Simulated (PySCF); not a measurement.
## Calculated data, Al$_{2}$ClHO

All values are calculated (PySCF 2.14.0). Calculation on a computer-drawn molecule: optimised geometry and harmonic frequencies of an isolated molecule of the commonest isotopes, restricted reference for singlets and unrestricted otherwise, frozen core in MP2.

Entry: Al$_{2}$ClHO

Start structure:
```xyz
5
Al2ClHO
Al     1.5161    -0.2112    -1.5111
O      1.1573     1.0401    -0.4159
Al     0.8060     2.2116     0.7259
Cl     0.6571     1.6484     2.7575
H      0.5809     3.7118     0.3603
```

Settings of this run: charge 0, multiplicity 1, method MP2 and basis cc-pV(D+d)Z.

Drawn bonds:
```
atom  other atom  order
   1           2      1
   2           3      1
   3           4      1
   3           5      1
```

## Withheld values
1. Al$_{2}$ClHO: total energy?
2. Al$_{2}$ClHO: rotational constants?

## Answers
1. -1019.4076 hartree
2. 12.31, 1.351, 1.217 GHz

Further results for Al$_{2}$ClHO:

* convergence status largest gradient component: 6.917e-06 hartree/bohr

Optimised structure:
```xyz
5
Al2ClHO
Al     1.5240    -0.2404    -1.5295
O      1.1584     1.0425    -0.4333
Al     0.8022     2.2208     0.7417
Cl     0.6546     1.6557     2.7678
H      0.5781     3.7220     0.3700
```

Modes:
```
frequency (cm⁻¹)  reduced mass (dalton)
           47.14                   18.7
           88.87                   6.47
           224.3                  16.17
           462.1                  19.15
           492.7                  1.332
           567.3                  4.857
           698.4                   1.28
            1011                  17.16
            2033                  1.044
```
